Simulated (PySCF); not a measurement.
Co: excitation energy

Co [Ar] 3d7 4s2 (4F) → Co [Ar] 3d6 4s2 4p1 (high-spin determinant), as a difference of total energies. Calculation: PySCF 2.14, in dyall-av2z (16s12p7d2f, 101 functions); the non-relativistic Hamiltonian (point nucleus). Correlated levels: valence: [Ar] frozen; virtual orbitals above 40 to 60 times the deepest correlated orbital energy dropped. The calculations carry no spin-orbit coupling.

| method | excitation energy (eV) |
| --- | --- |
| UHF | 5.445 |
| MP2 (valence) | 6.814 |
| SCS-MP2 (valence) | 6.913 |
| CCSD (valence) | 6.489 |
| CCSD(T) (valence) | 5.941 |

Question: How much does correlation contribute at CCSD(T) (valence)?

Answer: 5.941 − (5.445) = 0.496 eV, measured against UHF.

A first-order spin-orbit estimate (lowest level to lowest level, LS coupling) adds 0.047 eV.

The coupled-cluster amplitudes are large for the upper state (T1 above 0.03 or a double amplitude above 0.15), so a single reference is strained.

The determinant of the upper state mixes LS terms, which raises its energy above the lowest term, most at the Hartree-Fock and MP2 levels.
